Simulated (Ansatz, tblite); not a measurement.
## Redistribution: C2H3F3 + C2H5I → C2H4F2 + C2H4FI

Species: C2H3F3 (1,1,2-trifluoroethane) `FCC(F)F`, singlet; C2H5I (iodoethane) `CCI`, singlet; C2H4F2 (1,1-difluoroethane) `CC(F)F`, singlet; C2H4FI (1-fluoro-2-iodoethane) `FCCI`, singlet. The partners trade F for H; both sit on C, so the bond types are kept.

Shapes, held fixed at every level: PBE0-D4/def2-TZVP. Flexible molecules stand in one conformer, not always the lowest. Programs: Ansatz 0.2.0, tblite 0.8.0. The zero-point and thermal change to 298 K, harmonic and unscaled (PBE0-D4/def2-TZVP), is +0.1 kJ/mol.

```csv
level,kind,ΔH(298 K) (kJ/mol),less CCSD(T)/def2-TZVPP
GFN1-xTB,semi-empirical,-24.8,-7.7
SPW92/def2-TZVPP,LDA,-18.1,-1.0
BHLYP-D4/def2-TZVPP,global hybrid,-16.6,+0.5
wB97M-V/def2-TZVPP,range-separated hybrid,-17.6,-0.5
MP2/def2-SVP,perturbation theory,-13.7,+3.4
CCSD/def2-SVP,coupled cluster or CI,-12.9,+4.2
CCSD/def2-TZVPP,coupled cluster or CI,-16.8,+0.3
CCSD(T)/def2-TZVPP,coupled cluster or CI,-17.1,0.0
```

The highest level, CCSD(T)/def2-TZVPP, gives ΔH(298 K) = -17.1 kJ/mol; the levels span -24.8 to -12.9. The column of differences is taken from that level and isn't an error. No measured value is set beside it here. For atoms past krypton def2 sets carry core potentials with scalar relativity. Outer-core shells of I are correlated, in sets that cover them unevenly.
